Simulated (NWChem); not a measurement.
Everything below was run with NWChem. System: AlCl2F, charge 1, spin multiplicity 2, at the geometry of a parent with another charge or spin, in a state set for the comparison that need not be this species' ground state. Its SCF solution wasn't tested for a lower state.

Job file:

```
start mol
memory heap 200 mb stack 900 mb global 1100 mb
charge 1
geometry units angstroms nocenter noautoz
  Al     0.000000     0.000000     0.344682
  F      0.000000     0.000000     1.997760
  Cl     1.820974     0.000000    -0.660609
  Cl    -1.820974     0.000000    -0.660609
  symmetry group C2v
end
basis spherical
  * library sto-3g
end
dft
  xc xpbe96 cpbe96
  odft
  mult 2
  semidirect memsize 60000000 filesize 0
  iterations 100
end
task dft energy
```

The output up to the point where the run's verdict is printed (cleaned and shortened):

```
             Northwest Computational Chemistry Package (NWChem) 7.3.0
             --------------------------------------------------------

                                NWChem Input Module
                                -------------------

 Scaling coordinates for geometry "geometry" by  1.889725989
 (inverse scale =  0.529177249)

 Turning off AUTOSYM since
 SYMMETRY directive was detected!

                             Geometry "geometry" -> ""
                             -------------------------

 Output coordinates in angstroms (scale by  1.889725989 to convert to a.u.)

  No.       Tag          Charge          X              Y              Z
 ---- ---------------- ---------- -------------- -------------- --------------
    1 Al                  13.0000     0.00000000     0.00000000     0.34468200
    2 F                    9.0000     0.00000000     0.00000000     1.99776000
    3 Cl                  17.0000     1.82097400     0.00000000    -0.66060900
    4 Cl                  17.0000    -1.82097400     0.00000000    -0.66060900

 Effective nuclear repulsion energy (a.u.)     242.1468324101

            Nuclear Dipole moment (a.u.)
            ----------------------------
        X                 Y               Z
 ---------------- ---------------- ----------------
     0.0000000000     0.0000000000     0.0000000000

      Symmetry information
      --------------------

 Group name             C2v
 Group number             16
 Group order               4
 No. of unique centers     3

      Symmetry unique atoms

     1    2    3


 Summary of "ao basis" -> "" (spherical)
 ------------------------------------------------------------------------------
       Tag                 Description            Shells   Functions and Types
 ---------------- ------------------------------  ------  ---------------------
 *                           sto-3g                   on all atoms

  pbe96 is a nonlocal functional; adding pw91lda local functional.

                                 NWChem DFT Module
                                 -----------------

 Summary of "ao basis" -> "ao basis" (spherical)
[...]
 d= 0,ls=0.5,diis    75  -1247.5072054481 -7.21D-06  2.27D-06  1.05D-04     4.3
                                                     3.11D-05  2.13D-04
 d= 0,ls=0.5,diis    76  -1247.5072137321 -8.28D-06  3.12D-06  1.00D-04     4.3
                                                     2.90D-05  2.03D-04
 d= 0,ls=0.5,diis    77  -1247.5072209828 -7.25D-06  2.35D-06  9.62D-05     4.4
                                                     2.79D-05  1.95D-04
 d= 0,ls=0.5,diis    78  -1247.5072280274 -7.04D-06  1.66D-06  9.22D-05     4.4
                                                     2.76D-05  1.86D-04
 d= 0,ls=0.5,diis    79  -1247.5072351366 -7.11D-06  1.41D-06  8.81D-05     4.5
                                                     2.64D-05  1.77D-04
 d= 0,ls=0.5,diis    80  -1247.5072417284 -6.59D-06  1.34D-06  8.43D-05     4.5
                                                     2.52D-05  1.69D-04
 d= 0,ls=0.5,diis    81  -1247.5072478665 -6.14D-06  1.22D-06  8.07D-05     4.6
                                                     2.39D-05  1.62D-04
 d= 0,ls=0.5,diis    82  -1247.5072534980 -5.63D-06  8.01D-07  7.74D-05     4.6
                                                     2.32D-05  1.55D-04
 d= 0,ls=0.5,diis    83  -1247.5072589515 -5.45D-06  5.13D-06  7.41D-05     4.7
                                                     1.79D-05  1.48D-04
 d= 0,ls=0.5,diis    84  -1247.5072613355 -2.38D-06  2.82D-06  7.35D-05     4.7
                                                     2.36D-05  1.46D-04
 d= 0,ls=0.5,diis    85  -1247.5072678366 -6.50D-06  1.83D-06  6.90D-05     4.8
                                                     2.36D-05  1.38D-04
 d= 0,ls=0.5,diis    86  -1247.5072739467 -6.11D-06  1.48D-06  6.49D-05     4.8
                                                     2.37D-05  1.30D-04
 d= 0,ls=0.5,diis    87  -1247.5072798547 -5.91D-06  8.66D-07  6.10D-05     4.9
                                                     2.32D-05  1.22D-04
 d= 0,ls=0.5,diis    88  -1247.5072853340 -5.48D-06  8.95D-07  5.75D-05     4.9
                                                     2.33D-05  1.15D-04
 d= 0,ls=0.5,diis    89  -1247.5072906725 -5.34D-06  9.46D-07  5.41D-05     5.0
                                                     2.28D-05  1.09D-04
 d= 0,ls=0.5,diis    90  -1247.5072957042 -5.03D-06  4.31D-07  5.10D-05     5.0
                                                     2.22D-05  1.02D-04
 d= 0,ls=0.5,diis    91  -1247.5073003462 -4.64D-06  8.06D-07  4.81D-05     5.1
                                                     2.14D-05  9.67D-05
 d= 0,ls=0.5,diis    92  -1247.5073046052 -4.26D-06  5.34D-07  4.55D-05     5.1
                                                     2.08D-05  9.14D-05
 d= 0,ls=0.5,diis    93  -1247.5073085935 -3.99D-06  7.87D-07  4.31D-05     5.2
                                                     1.99D-05  8.65D-05
 d= 0,ls=0.5,diis    94  -1247.5073122168 -3.62D-06  3.90D-07  4.09D-05     5.2
                                                     1.96D-05  8.21D-05
 d= 0,ls=0.5,diis    95  -1247.5073157617 -3.54D-06  8.49D-07  3.88D-05     5.3
                                                     1.83D-05  7.78D-05
 d= 0,ls=0.5,diis    96  -1247.5073188230 -3.06D-06  5.69D-07  3.70D-05     5.3
                                                     1.77D-05  7.41D-05
 d= 0,ls=0.5,diis    97  -1247.5073217671 -2.94D-06  3.71D-07  3.52D-05     5.4
                                                     1.72D-05  7.05D-05
 d= 0,ls=0.5,diis    98  -1247.5073245639 -2.80D-06  4.35D-07  3.35D-05     5.5
                                                     1.65D-05  6.72D-05
 d= 0,ls=0.5,diis    99  -1247.5073271765 -2.61D-06  6.34D-07  3.20D-05     5.5
                                                     1.57D-05  6.40D-05
 d= 0,ls=0.5,diis   100  -1247.5073295735 -2.40D-06  1.23D-06  3.06D-05     5.6
                                                     1.42D-05  6.11D-05
```

The run did not converge; its last values are not results. The next line reads: Calculation failed to converge. NWChem stopped with the message: dft energy failed.
